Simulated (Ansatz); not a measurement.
`C[B-](Cl)(Cl)[n+]1ccccc1`. The species carries charge 0 and has multiplicity 1.

| atom | x (Å) | y (Å) | z (Å) |
| --- | --- | --- | --- |
| C1 | 0.1548 | 1.7333 | 1.8164 |
| B2 | -1.0172 | 1.2063 | 0.8772 |
| Cl3 | -2.4004 | 0.4247 | 1.8351 |
| Cl4 | -1.6890 | 2.5308 | -0.2345 |
| N5 | -0.3946 | 0.0484 | -0.0867 |
| C6 | 0.1884 | 0.3803 | -1.2430 |
| C7 | 0.8326 | -0.5545 | -2.0255 |
| C8 | 0.8787 | -1.8717 | -1.6017 |
| C9 | 0.2784 | -2.2050 | -0.3995 |
| C10 | -0.3488 | -1.2198 | 0.3334 |
| H11 | 0.9776 | 2.1636 | 1.2362 |
| H12 | 0.5623 | 0.9343 | 2.4444 |
| H13 | -0.2243 | 2.5132 | 2.4797 |
| H14 | 0.1048 | 1.4218 | -1.5223 |
| H15 | 1.2853 | -0.2430 | -2.9575 |
| H16 | 1.3737 | -2.6274 | -2.2000 |
| H17 | 0.2857 | -3.2198 | -0.0247 |
| H18 | -0.8479 | -1.4154 | 1.2728 |

Q: Give the diagnostics of a CCSD(T)/def2-TZVPP run (frozen core, the Gaussian-basis code of Ansatz). (Best estimate.)

A: Computed: T1 = 0.0117, largest single amplitude 0.023, largest double 0.043, (T) share of the correlation energy 4.8 %, 10 CCSD cycles. The RHF solution is unstable towards an unrestricted one. T1 lies under the customary mark of 0.02 for closed shells.
